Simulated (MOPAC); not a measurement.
MOPAC input (PM6):

```
PM6 1SCF CHARGE=-1 GEO-OK AUX(PRECISION=9) THREADS=1
H4P

P    -0.09000600 1   -0.00215100 1    0.07867500 1
H    -0.13338900 1    0.02755500 1   -1.33512400 1
H     1.30565800 1    0.00045900 1    0.31042700 1
H     0.07975200 1    1.70229300 1   -0.04171300 1
H     0.09806700 1   -1.69804400 1   -0.11372100 1
```

Output:

```
 *******************************************************************************
 **                                                                           **
 **                              MOPAC v23.2.5                                **
 **                                                                           **
 *******************************************************************************
 ** MOPAC's Digital Object Identifier: https://doi.org/10.5281/zenodo.6511958 **
 **                                                                           **
 ** Please cite the open-source release paper for use of this MOPAC version:  **
 ** J. E. Moussa and J. J. P. Stewart (2026)                                  **
 ** MOPAC: An open-source semiempirical molecular orbital program             **
 ** J. Open Source Softw., 11(119), 8025, https://doi.org/10.21105/joss.08025 **
 *******************************************************************************

                              PM6 CALCULATION RESULTS

 *******************************************************************************
 *  PM6        - The PM6 Hamiltonian to be used
 *  GEO-OK     - OVERRIDE INTERATOMIC DISTANCE AND OTHER SAFETY CHECKS
 *
 *
 *
 *                 CHARGE ON SYSTEM = -1
 *
 *
 *
 *  1SCF       - DO 1 SCF AND THEN STOP
 *  AUX        - OUTPUT AUXILIARY INFORMATION
 *******************************************************************************
PM6 1SCF CHARGE=-1 GEO-OK AUX(PRECISION=9) THREADS=1
 H4P

   ATOM   CHEMICAL          X               Y               Z
  NUMBER   SYMBOL      (ANGSTROMS)     (ANGSTROMS)     (ANGSTROMS)

     1       P         -0.09000600  *  -0.00215100  *   0.07867500  *
     2       H         -0.13338900  *   0.02755500  *  -1.33512400  *
     3       H          1.30565800  *   0.00045900  *   0.31042700  *
     4       H          0.07975200  *   1.70229300  *  -0.04171300  *
     5       H          0.09806700  *  -1.69804400  *  -0.11372100  *

          CARTESIAN COORDINATES

    NO.       ATOM           X           Y           Z

     1         P         -0.0900     -0.0022      0.0787
     2         H         -0.1334      0.0276     -1.3351
     3         H          1.3057      0.0005      0.3104
     4         H          0.0798      1.7023     -0.0417
     5         H          0.0981     -1.6980     -0.1137

 General Reference for PM6:
 "Optimization of Parameters for Semiempirical Methods V: Modification of NDDO Approximations
 and Application to 70 Elements", J. J. P. Stewart, J. Mol. Mod., 13, 1173-1213 (2007)
 URL: https://link.springer.com/article/10.1007/s00894-007-0233-4

           Empirical Formula: H4 P  =     5 atoms

      MOLECULAR POINT GROUP   :   C2v

      RHF CALCULATION, NO. OF DOUBLY OCCUPIED LEVELS = 5

 -------------------------------------------------------------------------------
 PM6 1SCF CHARGE=-1 GEO-OK AUX(PRECISION=9) THREADS=1
 H4P

     1SCF WAS SPECIFIED, SO BFGS WAS NOT USED
     SCF FIELD WAS ACHIEVED

                              PM6 CALCULATION
                                                       MOPAC v23.2.5 Linux

          FINAL HEAT OF FORMATION =         98.23863 KCAL/MOL =     411.03041 KJ/MOL

          COSMO AREA              =         69.86 SQUARE ANGSTROMS
          COSMO VOLUME            =         50.92 CUBIC ANGSTROMS

          IONIZATION POTENTIAL    =         -0.351198 EV
          HOMO LUMO ENERGIES (EV) =          0.351 10.749
          NO. OF FILLED LEVELS    =          5
          MOLECULAR WEIGHT        =         35.0054         POINT GROUP:  C2v

          MOLECULAR DIMENSIONS (Angstroms)

            Atom       Atom       Distance
            H     5    H     4     3.40115
            H     3    H     2     2.18619
            H     2    P     1     0.89818

          SCF CALCULATIONS        =          1

   ATOM   CHEMICAL          X               Y               Z
  NUMBER   SYMBOL      (ANGSTROMS)     (ANGSTROMS)     (ANGSTROMS)

     1       P         -0.09000600  *  -0.00215100  *   0.07867500  *
     2       H         -0.13338900  *   0.02755500  *  -1.33512400  *
     3       H          1.30565800  *   0.00045900  *   0.31042700  *
     4       H          0.07975200  *   1.70229300  *  -0.04171300  *
     5       H          0.09806700  *  -1.69804400  *  -0.11372100  *

                             CARTESIAN COORDINATES

   1    P       -0.090006000    -0.002151000     0.078675000
   2    H       -0.133389000     0.027555000    -1.335124000
   3    H        1.305658000     0.000459000     0.310427000
   4    H        0.079752000     1.702293000    -0.041713000
   5    H        0.098067000    -1.698044000    -0.113721000

           Empirical Formula: H4 P  =     5 atoms

      MOLECULAR POINT GROUP   :   C2v

                  EIGENVALUES
 -14.91793  -8.12898  -6.46366  -4.40562   0.35120  10.74890  10.76331  11.46936
 141.84650 142.33458 142.90300 143.06988 143.95710

              NET ATOMIC CHARGES AND DIPOLE CONTRIBUTIONS

  ATOM NO.   TYPE          CHARGE      No. of ELECS.   s-Pop       p-Pop       d-Pop
    1          P           0.009188        4.9908     1.62536     3.34782     0.01764
    2          H          -0.064434        1.0644     1.06443
    3          H          -0.064434        1.0644     1.06443
    4          H          -0.440160        1.4402     1.44016
    5          H          -0.440160        1.4402     1.44016
 DIPOLE           X         Y         Z       TOTAL
 POINT-CHG.    -0.939    -0.022     0.820     1.247
 HYBRID         1.519     0.036    -1.328     2.018
 SUM            0.580     0.014    -0.507     0.771

          ATOMIC ORBITAL ELECTRON POPULATIONS

     Atom    s        px        py        pz      x^2-y^2     xz        z^2       yz        xy
    1  P   1.62536   1.20734   0.99092   1.14956   0.01027   0.00030   0.00671   0.00017   0.00019
    2  H   1.06443
    3  H   1.06443
    4  H   1.44016
    5  H   1.44016

 **********************
 *                    *
 * JOB ENDED NORMALLY *
 *                    *
 **********************

 == MOPAC DONE ==
```

The dipole moment of an ion depends on the origin.

The geometry given is a B3LYP-D3(BJ)/def2-TZVP minimum.
